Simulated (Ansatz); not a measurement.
Coupled-cluster diagnostics for the cluster TaO4H3, Ansatz.

Geometry of the singlet (PBE-D4/def2-SVP):

| atom | x (Å) | y (Å) | z (Å) |
| --- | --- | --- | --- |
| Ta1 | 0.2756 | 0.0703 | -0.1180 |
| O2 | -1.1077 | 0.1870 | 1.3497 |
| O3 | -1.7265 | -0.8215 | 0.4741 |
| O4 | 0.8804 | 1.7529 | -0.7900 |
| O5 | 1.6121 | -0.8282 | 0.5259 |
| H6 | -1.6557 | -1.6469 | 1.0083 |
| H7 | -0.0335 | -0.8852 | -1.5915 |
| H8 | 1.7553 | 2.1716 | -0.8585 |

In the def2 sets Ta takes a core potential; there is no spin–orbit coupling. Correlated methods freeze 4 core orbitals; core or outer-core shells of Ta are correlated, in sets that lack core-valence functions. The structure holds one bond between oxygen atoms, so isomers without such links may lie far lower. No other spin state of charge 0 was run. Another isomer (singlet) lies 0.40 eV lower at PBE0-D4/def2-TZVP; other spin states weren't run for this one.

Problem. Estimate the CCSD(T) correlation energy, the shares of MP2 and (T), T1 and the reference's ⟨S²⟩ for: charge 0, singlet, own geometry in def2-TZVP; and the rough time on 4 threads of Arm Neoverse V1 on a shared host.

Solution. 
```tsv
state	basis	correlation (eV)	MP2 share (%)	(T) share (%)	T1	⟨S²⟩ (pure)	wall time	remarks
charge 0, singlet, own geometry	def2-TZVP	-37.199	97.5	4.5	0.020	0.00 (0.00)	98 s	test for broken spin undecided
```
Customary marks for T1 are 0.02 (closed shells), 0.045 (open shells) and about 0.05 (3d metals). T1 exceeds 0.02 in 1 of 1 rows and 0.045 in 0; the higher it lies, the less the single-reference result can be trusted.
